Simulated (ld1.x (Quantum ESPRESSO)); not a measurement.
# Configuration tests for platinum (Pt) (PAW)

platinum, PAW, made with ld1.x (Quantum ESPRESSO) 7.5 (PBE, scalar-relativistic). Core [Xe], reference 4f14 5d7 6s0 6p0 (charge +3). Waves: 6s (bound, empty): rcut 1.85, rcutus 2.15 bohr; 6s channel at 2.25 Ry: rcut 1.85, rcutus 2.15 bohr; 6p (bound, empty): rcut 2.10, rcutus 2.20 bohr; 6p channel at -1.15 Ry: rcut 2.10, rcutus 2.20 bohr; 5d (bound): rcut 1.25, rcutus 1.55 bohr; 5d channel at -0.35 Ry: rcut 1.25, rcutus 1.55 bohr; 4f (bound): rcut 0.75, rcutus 0.80 bohr; 4f channel at -5.4 Ry: rcut 0.75, rcutus 0.80 bohr. Local part: all-electron potential smoothed inside 1.70 bohr (lloc = -1). Core correction: a·sin(br)/r model core, default radius (ld1.x builds one for every PAW set, though the input has nlcc=.false.). Augmentation charge: BESSEL, radius 0.80 bohr.

Energies are relative to the spin-unpolarised reference configuration 4f14 5d7 6s0 6p0; without spin polarisation the order of configurations can differ from experiment. Not all tests gave a result: 1 of 7 tests not solved or not reliable. Left out of the table: 4f14 5d8 6s1 6p1 (solver errors, printed error -2.5 eV).

```tsv
valence configuration	charge	ΔE all-electron (eV)	error AE − PS (meV)
4f14 5d9 6s1 6p0	0	-61.376	-56
4f14 5d9 6s0 6p0	+1	-52.182	-147
4f14 5d8 6s0 6p0	+2	-32.217	-51
4f14 5d8 6s2 6p0	0	-60.372	+87
```

(1) What are ΔE and the potential's error for 4f14 5d8 6s1 6p0?

(2) What are ΔE and the potential's error for 4f14 5d9 6s0.5 6p0?

Levels in the configuration 4f14 5d8 6s2 6p0:

```json
{"level": "4f", "all-electron (eV)": "-72.926", "pseudo (eV)": "-72.232"}
{"level": "5d", "all-electron (eV)": "-8.045", "pseudo (eV)": "-7.990"}
{"level": "6s", "all-electron (eV)": "-6.502", "pseudo (eV)": "-6.581"}
```

Note: ghost states, extra bound levels that the all-electron valence spectrum of the same l lacks: s at -110.1 eV, p at -76.6 eV. A true bound ghost makes a file unfit for plane-wave use.

Answers

(1) ΔE = -50.209 eV all-electron; the error (AE − PS) is +4.6 meV.

(2) ΔE = -57.683 eV all-electron; the error (AE − PS) is -105 meV.
